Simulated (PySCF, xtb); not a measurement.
CH8AlNO2Si, SMILES [OH][Al]([OH])[N](C)[SiH3].

GFN2-xTB run with xtb at its own geometry gives an orbital gap of 3.08 eV and a dipole moment of 0.53 D.

Geometry optimised at PBE0-D3(BJ)/def2-SVP. The structure was generated by enumeration; whether it is a known compound was not checked. The values are those of a single conformer.

Q: What does PySCF with CAM-B3LYP/def2-TZVP give? (The exact figures need the calculation; the answer reports its results.)

A: gap 8.90 eV (levels -8.43 and 0.47 eV), dipole 0.25 D.
